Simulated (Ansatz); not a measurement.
```yaml
crystal:
  periodic: [false, false, false]
  atoms:
    - {symbol: C, position_ang: [0.175898, -0.353485, -1.013387]}
    - {symbol: N, position_ang: [0.011107, 0.924610, -0.893688]}
    - {symbol: In, position_ang: [-0.222693, 0.626472, 1.127682]}
    - {symbol: O, position_ang: [0.141164, -1.196816, -0.010782]}
    - {symbol: H, position_ang: [0.358179, -0.788843, -2.005168]}
    - {symbol: H, position_ang: [-0.463645, 0.788052, 2.795343]}
basis:
  gaussian: {orbitals: STO-3G}
total_charge: 4
hamiltonian: {xc: {name: PBE-QIDH}}
```

```sh
$ ansatz run in.yaml --threads 2 --pin off --events-out ev --progress --plain --max-ram 4352MiB
```

It prints (some lines left out):

```
Functional definition: PBE-QIDH
608 factors; integrals over basis functions are off by at most 9.7e-5 eV
mean field evaluation 1: about -159048.1351 eV, gradient 8.3e1 eV
mean field evaluation 2: about -159048.1877 eV, gradient 8.3e1 eV
mean field evaluation 4: about -159108.8693 eV, gradient 6.9e1 eV
mean field evaluation 8: about -159128.6405 eV, gradient 2.5e1 eV
mean field evaluation 16: about -159133.3235 eV, gradient 6.6e-1 eV
mean field evaluation 32: about -159134.5223 eV, gradient 5.0e-1 eV
mean field evaluation 96: about -159134.5440 eV, gradient 2.2e-1 eV
mean field -159134.53006356 eV, -5848.0861145773 hartree, gradient 2.6e-6 eV, S^2 0.000000; 6 other end points of the search recorded, 0 dependent functions left out; unrestricted orbitals would lower it
21 core orbitals not correlated: weight in the atoms' cores, before any rotation towards them, 1.000 or more for the frozen orbitals, at most 0.000 for the correlated occupied ones
reference -159134.53006932 eV, -5848.0861147891 hartree; 13, 13 occupied and 10, 10 virtual orbitals, 608 factors
second order -10.16008792 eV of doubles, -0.00000000 eV of singles
Total energy: -159137.91676530 eV, -5848.2105735705 hartree
```

(1) Something in this input is off. What?

Answers

(1) The charge is far from anything that the molecule holds. The calculation finished and met its thresholds. The result belongs to that input, not to the molecule as meant.
